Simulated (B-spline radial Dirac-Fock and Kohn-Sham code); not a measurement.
## K-line shifts caused by a second vacancy in Tl

System: neutral thallium, configuration [Xe] 4f14 5d10 6s2 6p1.

Input file task.json (cfg lists n, l and occupation; rrms is the nuclear radius in fm):

```json
{"items": [{
  "Z": 81,
  "q": 0,
  "cfg": [[1, 0, 2], [2, 0, 2], [2, 1, 6], [3, 0, 2], [3, 1, 6], [3, 2, 10], [4, 0, 2], [4, 1, 6], [4, 2, 10], [4, 3, 14], [5, 0, 2], [5, 1, 6], [5, 2, 10], [6, 0, 2], [6, 1, 1]],
  "A": 205,
  "rrms": 5.4759,
  "do": ["binding", "quiet", "double"]
}]}
```

Launch: `python xray_run.py task.json out`

Level of theory: multi-electron Dirac-Fock with separately optimised hole states, Breit and Lamb-shift corrections added in first order; a radial finite-basis atomic code. Each two-hole energy is an average over J within one jj subconfiguration, not an observable level; in light atoms, where LS coupling holds, the j-resolved values are not observed lines, and for a K spectator the Kα1 hypersatellite is nearly forbidden. Correlation energy is missing from these numbers.

Lines without a spectator: Kα2 (K-L2) 70826.6 eV, Kα1 (K-L3) 72868.6 eV, Kβ3 (K-M2) 82104.7 eV, Kβ1 (K-M3) 82563.6 eV. Shifts in eV with one spectator hole (a dash: not computed, or left out as unreliable):

```
spectator hole      Kα2      Kα1      Kβ3      Kβ1
        K (1s)  +1129.1  +1233.7  +1467.2  +1491.9
    L2 (2p1/2)   +149.5   +206.8        –   +379.1
    L3 (2p3/2)   +102.1   +116.2   +267.2        –
    M2 (3p1/2)        –    +33.8    +61.7    +73.6
    M3 (3p3/2)   +16.26        –    +48.8    +50.1
    M4 (3d3/2)    +5.22    +1.97        –        –
    M5 (3d5/2)    -0.67    +3.98        –        –
```
